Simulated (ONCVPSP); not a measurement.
**What the settings do to the ONCV potential of indium**

Base potential:

```
Element                 : In
Generator               : ONCVPSP 4.0.1
Type                    : optimised norm-conserving Vanderbilt (ONCV)
Functional              : PBE
Relativity              : scalar-relativistic
Frozen core             : [Ar] 3d10
Valence charge          : 21
Reference configuration : 4s2 4p6 4d10 5s2 5p1
Partial waves           : 4s+5s: rc 1.40 bohr, ncon 3, nbas 6, qcut 8.5 1/bohr, 2 projectors; 4p+5p: rc 1.45 bohr, ncon 4, nbas 8, qcut 10.6 1/bohr, 2 projectors; 4d: rc 1.20 bohr, ncon 4, nbas 7, qcut 8.3 1/bohr, 2 projectors, debl 3.1 Ha
Local potential         : polynomial inside 0.90 bohr (lpopt 5, dvloc0 0 Ha)
Core correction         : polynomial model core, fcfact 0.6
```

Cutoffs, loose and tight: the cutoffs (Ha) at which the residual kinetic energy of the hardest occupied pseudo-wave falls to 1 and 0.1 mHa per electron. They do not see the model core or the augmentation charge, which bear on the density cutoff. Test errors are all-electron minus pseudo excitation energies from the reference, over the configurations 4s2 4p6 4d10 5s2 5p0; 4s2 4p6 4d10 5s1 5p0; 4s2 4p6 4d10 5s0 5p0; 4s1 4p6 4d10 5s2 5p1. A dash means not determined; rows that change the core or the reference have their own tests. The largest error is taken over the tests solved by every variant that gives reliable tests at all: 4s1 4p6 4d10 5s2 5p1; 4s2 4p6 4d10 5s1 5p0; 4s2 4p6 4d10 5s2 5p0.

A true bound ghost makes a file unfit for plane-wave use even where its test errors are small: the radial tests pick states by their node count and pass the ghost by.

```tsv
change	outcome	cutoff, loose	cutoff, tight	bound ghosts	GHOST(+) flags above zero	largest test error (meV)
base	generated	48 Ha	109 Ha	none	s	-321
all radii but the core radius scaled by about 0.80 (s 1.12, p 1.16, d 0.96 bohr); local potential polynomial inside 0.72 bohr (lpopt 5, dvloc0 0 Ha)	generated	70 Ha	170 Ha	none	s	-127
all radii but the core radius scaled by about 0.87 (s 1.22, p 1.26, d 1.04 bohr); local potential polynomial inside 0.78 bohr (lpopt 5, dvloc0 0 Ha)	generated	61 Ha	142 Ha	none	s	-189
all radii but the core radius scaled by about 0.91 (s 1.28, p 1.32, d 1.10 bohr); local potential polynomial inside 0.82 bohr (lpopt 5, dvloc0 0 Ha)	generated	57 Ha	127 Ha	none	s	-229
all radii but the core radius scaled by about 0.96 (s 1.34, p 1.40, d 1.16 bohr); local potential polynomial inside 0.86 bohr (lpopt 5, dvloc0 0 Ha)	generated	52 Ha	115 Ha	none	s	-278
all radii but the core radius scaled by about 1.06 (s 1.48, p 1.54, d 1.26 bohr); local potential polynomial inside 0.96 bohr (lpopt 5, dvloc0 0 Ha)	generated	39 Ha	99 Ha	none	s	-378
all radii but the core radius scaled by about 1.12 (s 1.56, p 1.62, d 1.34 bohr); local potential polynomial inside 1.00 bohr (lpopt 5, dvloc0 0 Ha)	generated	35 Ha	85 Ha	d	s	-433
all radii but the core radius scaled by about 1.16 (s 1.62, p 1.68, d 1.40 bohr); local potential polynomial inside 1.04 bohr (lpopt 5, dvloc0 0 Ha)	generated	34 Ha	76 Ha	none	none	-476
all radii but the core radius scaled by about 1.25 (s 1.76, p 1.82, d 1.50 bohr); local potential polynomial inside 1.12 bohr (lpopt 5, dvloc0 0 Ha)	generated	32 Ha	50 Ha	none	none	-686
all radii but the core radius scaled by about 1.30 (s 1.82, p 1.90, d 1.56 bohr); local potential polynomial inside 1.18 bohr (lpopt 5, dvloc0 0 Ha)	generated	30 Ha	38 Ha	none	none	-756
```

Reading the sweep of the scale of all radii but the core radius (base = 1) (base included, trends over the rows without a ghost): The loose cutoff falls from 70 Ha at 0.8 to 30 Ha at 1.3. A larger radius leaves more room for a smooth pseudo-wave, so fewer plane waves are needed; a smaller one forces it to follow the all-electron wave where it bends sharply. Bound ghosts are found at 1.12.
